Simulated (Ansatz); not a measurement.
C5H12OSn, SMILES `C=C[CH2][SnH]([CH3])[O]C`, 19 atoms. Charge 0, multiplicity 1. Correlated methods include outer-core shells of Sn, which these sets cover unevenly. Sn: def2 effective core potential. All runs use 3 threads of an AMD EPYC 7R13 on a shared host and a share of an NVIDIA H100 80 GB. Correlated methods freeze the cores.

Q: Give the basis size and wall time and peak host memory of each of these runs in Ansatz. RKS SPW92 (LDA)/def2-TZVPP energy; RKS ωB97M-V/def2-QZVPP energy; RKS r2SCAN0-D4/def2-TZVPP energy; RKS ωB97M-V/def2-SVP energy; RKS PBE0-D4/def2-QZVPP energy; RKS PBE-QIDH (frozen core)/def2-TZVPP energy; RKS PBE-D4/def2-TZVPP energy and forces; direct RPA on PBE orbitals/def2-TZVPP energy; RHF-MP2/def2-QZVPP energy; RKS PBE0-D4/def2-SVP energy; RHF-CCSD(T)/def2-SVP energy; RKS PBE0-D4/def2-TZVP relaxation (16 steps). (An estimate is asked.)

A: Ansatz gave: Other jobs shared the machine, so times are rough.

```
                                level                    job  functions  wall time  peak host memory (GiB)
                 RKS PBE0-D4/def2-SVP                 energy        170      1.5 s                    0.84
                 RKS ωB97M-V/def2-SVP                 energy        170        2 s                    0.94
                 RHF-CCSD(T)/def2-SVP                 energy        170      2.8 s                     0.8
           RKS SPW92 (LDA)/def2-TZVPP                 energy        404      2.8 s                    0.91
               RKS PBE0-D4/def2-QZVPP                 energy        784      2.9 s                     1.3
            RKS r2SCAN0-D4/def2-TZVPP                 energy        404      3.1 s                    0.95
                RKS PBE-D4/def2-TZVPP      energy and forces        404      3.3 s                    0.92
RKS PBE-QIDH (frozen core)/def2-TZVPP                 energy        404        4 s                     1.9
direct RPA on PBE orbitals/def2-TZVPP                 energy        404      4.2 s                     1.9
               RKS ωB97M-V/def2-QZVPP                 energy        784        5 s                     1.4
                   RHF-MP2/def2-QZVPP                 energy        784      5.5 s                     1.4
                RKS PBE0-D4/def2-TZVP  relaxation (16 steps)        308       49 s                    0.98
```
